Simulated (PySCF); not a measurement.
Te(OH)2 (H2O2Te), SMILES O[Te]O.

Coordinates come from a PBE-D3(BJ)/def2-TZVP optimisation. The def2 effective core potentials stand for the cores of Te; spin–orbit coupling is left out. Other conformers were not sampled.

Level of theory: B3LYP/def2-TZVPD in PySCF.

Symmetry labels are those of the subgroup C2 that the program uses (full group C2).

Computed valence orbital energies around the gap with their symmetry:
| orbital | symmetry | energy (eV) |
|---|---|---|
| HOMO−7 | A | -17.37 |
| HOMO−6 | B | -13.79 |
| HOMO−5 | A | -12.53 |
| HOMO−4 | B | -10.81 |
| HOMO−3 | A | -10.41 |
| HOMO−2 | A | -9.00 |
| HOMO−1 | B | -8.97 |
| HOMO | B | -6.15 |
| LUMO | B | -2.00 |
| LUMO+1 | A | -1.74 |
| LUMO+2 | A | -0.13 |
| LUMO+3 | B | 0.30 |
